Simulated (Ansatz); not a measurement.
Geometry optimisation, RKS PBE/def2-SVP in Ansatz.

Input file:

```yaml
crystal:
  periodic: [false, false, false]
  atoms:
    - { symbol: Ti, position_ang: [0.0, 0.0, 0.0] }
    - { symbol: Cl, position_ang: [0.0, 0.0, 2.37] }
    - { symbol: O, position_ang: [1.8106, 0.0, -0.6394] }
    - { symbol: H, position_ang: [2.1269, -0.9521, -0.756] }
    - { symbol: O, position_ang: [-0.9043, 1.5667, -0.6394] }
    - { symbol: H, position_ang: [-1.8621, 1.336, -0.8617] }
    - { symbol: O, position_ang: [-0.9043, -1.5667, -0.6394] }
    - { symbol: H, position_ang: [-1.359, -2.0324, 0.133] }
basis:
  gaussian: { orbitals: def2-SVP }
hamiltonian:
  xc: pbe
relax:
  f_tol: 0.02
  max_steps: 40
```

Run as:

```bash
$ ansatz run input.yaml --threads 2 --pin off --max-ram 3072MiB --backend cpu --events-out ev --progress --plain --runs-dir out
```

Question: Where does it end, and by what steps?

Answer: It converged. After 8 steps the energy has fallen by 0.794 eV; O7 moved furthest, 0.23 Å.

```tsv
step	energy less start (eV)	largest force component (eV/Å)	accepted
0	0.0000	2.437	yes
1	-0.6510	0.953	yes
2	-0.7248	0.226	yes
3	-0.7702	0.337	yes
4	-0.7867	0.204	yes
5	-0.7926	0.078	yes
6	-0.7918	0.268	no
7	-0.7937	0.029	yes
8	-0.7939	0.008	yes
```

```xyz
8
Properties=species:S:1:pos:R:3
Ti -0.028 -0.022 0.013
Cl -0.019 0.053 2.246
O 1.651 -0.049 -0.621
H 2.190 -0.843 -0.787
O -0.838 1.431 -0.658
H -1.789 1.526 -0.850
O -0.905 -1.510 -0.420
H -1.354 -2.236 0.044
```

Whether the end is a true minimum wasn't checked by a vibrational analysis.

The run took 25 s on 2 threads of Arm Neoverse V1 (shared host), peak memory 0.16 GiB.
